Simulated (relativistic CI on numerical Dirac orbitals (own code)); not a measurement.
**Au²⁺: 5d valence photoemission**

Computed with this model: Dirac-Coulomb-Breit CI, KLI orbitals optimised for each configuration, model QED (radiative potential, 1s self-energy scaled to tabulated hydrogen-like ionisation energies), valence Slater integrals scaled by 0.7, multiplet model of photoemission in the sudden approximation; configurations [Xe] 4f14 5d9 → [Xe] 4f14 5d8; 80 K; Lorentzian 0.3 eV and Gaussian 0.5 eV FWHM. Energies are those of the free ion, without screening or charge transfer. The energies are binding energies and can lie tens of eV above those of solids. S is read from ⟨S²⟩ = S(S + 1).

Field parameters in Wybourne normalisation: D3d B²₀ = −7Dσ, B⁴₀ = −14Dq − 21Dτ, B⁴₃ = −14√(10/7) Dq; D4h B²₀ = −7Ds, B⁴₀ = 21(Dq − Dt), B⁴₄ = 21√(5/14) Dq; Oh B⁴₀ = 21Dq, B⁴₄ = √(5/14) B⁴₀; Td as Oh with Dq negative (B⁴₀ = 21Dq, B⁴₄ = √(5/14) B⁴₀). The field is a parameter set, without covalency.

Computed curve for D3d, 10Dq = 36550, Dσ = -130, Dτ = 0 cm⁻¹, scaled to 100 at the maximum (points under 2 are left out and the grid is thinned):

```tsv
Energy (eV)	Intensity
27.1	2.1
27.3	2.8
27.4	3.4
27.6	5.3
27.7	7.2
27.9	15.3
28.1	33.7
28.2	45.9
28.4	62.0
28.5	60.0
28.7	40.1
28.9	21.5
29.0	17.4
29.2	19.0
29.3	24.3
29.5	38.5
29.6	42.8
29.8	37.6
30.0	22.5
30.1	16.6
30.3	11.8
30.4	12.7
30.6	18.5
30.8	22.9
30.9	21.9
31.1	15.1
31.2	11.4
31.4	7.0
31.6	5.8
31.7	6.0
31.9	7.5
32.0	9.3
32.2	17.2
32.4	35.1
32.5	47.3
32.7	67.8
32.8	71.7
33.0	66.2
33.2	52.2
33.3	45.6
33.5	39.1
33.6	40.4
33.8	54.7
34.0	80.3
34.1	91.7
34.3	100.0
34.4	96.5
34.6	82.6
34.7	75.1
34.9	59.8
35.1	40.9
35.2	31.0
35.4	15.8
35.5	11.3
35.7	6.4
35.9	4.3
36.0	3.7
36.2	2.8
36.3	2.5
36.5	2.1
```

The ground state has S = 0.50, and the centroid lies at 32.34 eV.
